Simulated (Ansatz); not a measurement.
Input for Ansatz (a program for electronic structure): U-CCSD(T)/aug-cc-pVTZ on BeF2 (SMILES [F][Be][F]), a point of a bond scan (R = 1.519 Å).

Ansatz 0.2 input:
```yaml
crystal:
  periodic: [false, false, false]
  atoms:
    - {symbol: Be, position_ang: [0.00000000, 0.00000000, 0.00000000]}
    - {symbol: F, position_ang: [-0.00000000, -0.00000000, -1.51928468]}
    - {symbol: F, position_ang: [0.00000000, 0.00000000, 1.38116789]}
basis:
  gaussian:
    orbitals: aug-cc-pVTZ
correlation: {method: ccsd_t, electrons: outside_noble_gas}
scf: {omitted_lower_state_checks: [cluster_reference]}
magnetization: {spin_polarized: true, initial_magnetization: 0}
```

The log:

```
WARN ansatz: RAYON_NUM_THREADS=1 ignored (pool sized by the plan → 1); use --threads N
Functional definition: HF
these checks for a lower state are left out or cut short: cluster_reference
integrals: 0.45 GiB planned
869 factors; integrals over basis functions are off by at most 7.4e-4 eV
mean field: 0.34 GiB planned
mean field evaluation 1: about -5814.1091 eV, gradient 2.8e1 eV
mean field evaluation 2: about -5814.1094 eV, gradient 2.8e1 eV
mean field evaluation 4: about -5816.6172 eV, gradient 1.0e0 eV
mean field evaluation 8: about -5816.6268 eV, gradient 1.9e-4 eV
mean field -5816.62680581 eV, -213.7570924624 hartree, gradient 2.2e-6 eV, S^2 0.000000; 0 other end points of the search recorded, 0 dependent functions left out
3 core orbitals not correlated
reference -5816.62680581 eV, -213.7570924624 hartree; 8, 8 occupied and 127, 127 virtual orbitals, 869 factors
second order -15.58926286 eV of doubles, -0.00000000 eV of singles
coupled cluster: 1.22 GiB planned
cycle   1  -15.10843588 eV  change    4.8e-1 eV  update   8.8e-2
cycle   2  -15.40782902 eV  change   -3.0e-1 eV  update   2.7e-2
cycle   3  -15.47944471 eV  change   -7.2e-2 eV  update   1.2e-2
cycle   4  -15.47138801 eV  change    8.1e-3 eV  update   2.9e-3
cycle   5  -15.46813934 eV  change    3.2e-3 eV  update   9.2e-4
cycle   6  -15.46838414 eV  change   -2.4e-4 eV  update   2.9e-4
cycle   7  -15.46842428 eV  change   -4.0e-5 eV  update   7.9e-5
cycle   8  -15.46839675 eV  change    2.8e-5 eV  update   2.3e-5
cycle   9  -15.46839926 eV  change   -2.5e-6 eV  update   6.1e-6
perturbative correction -0.48300565 eV, -0.0177501303 hartree
Total energy: -5832.57821073 eV, -214.3432957807 hartree
Checks for a lower state left out: cluster_reference
```

The run converged.

Cost: very roughly 23 core-seconds.
